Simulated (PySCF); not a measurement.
# Electric field gradients and quadrupole coupling constants

Compound: C7H8O2.
Cartesian coordinates in Å at the GFN2-xTB level; atoms count from 1:
```xyz
17
C7H8O2 angstrom
C     -1.9278   -2.1424    0.0685
C     -1.1697   -1.2807    0.7169
C     -0.8509    0.0960    0.2042
C      0.5758    0.2070   -0.0780
C      1.7557    0.2970   -0.2684
C      3.1736    0.3944   -0.5325
C     -1.1490    1.1506    1.2598
O     -0.9674    1.0368    2.4394
O     -1.6306    2.2680    0.7025
H     -2.1313   -3.1236    0.4613
H     -2.3734   -1.9073   -0.8849
H     -0.7237   -1.5199    1.6715
H     -1.4218    0.3303   -0.6998
H      3.7329    0.2213    0.3863
H      3.4666   -0.3505   -1.2718
H      3.4144    1.3865   -0.9132
H     -1.7805    2.9487    1.3778
```

Field gradients from the PBE0/pcSseg-1 density (PySCF, non-relativistic), principal values in atomic units, ordered |Vxx| ≤ |Vyy| ≤ |Vzz|:

| atom | Vxx | Vyy | Vzz |
| --- | --- | --- | --- |
| O8 | 0.6517 | 0.9059 | -1.5576 |
| O9 | -0.4638 | -1.1747 | 1.6385 |

Problem. Find the asymmetry η = (Vxx − Vyy)/Vzz and the couplings χ = eQV/h (234.96 MHz × Q in barn × V in au), with Q(17O) = −0.0256 b.

Solution. 
```json
{"atom": "O8", "environment": "acid carbonyl oxygen", "nucleus": "17O", "η": "0.16", "χzz (MHz)": "9.37", "χxx (MHz)": "-3.92", "χyy (MHz)": "-5.45"}
{"atom": "O9", "environment": "acid hydroxyl oxygen", "nucleus": "17O", "η": "0.43", "χzz (MHz)": "-9.86", "χxx (MHz)": "2.79", "χyy (MHz)": "7.07"}
```

Problem. What is Vzz at O9 in SI units (1 au = 9.71736 × 10²¹ V/m²)?

Solution. 1.6385 au = 15.922 × 10²¹ V/m².

Were the hydrogens deuterons (Q(2H) = 0.00286 b), χzz would run from 196 kHz (H13) to 291 kHz (H17).

Isolated species at its GFN2-xTB geometry (one conformer only). GFN2-xTB bond lengths can be off by several hundredths of an ångström, more for odd bonds, and the gradients follow them. With so small a basis the couplings can be 20 % off.
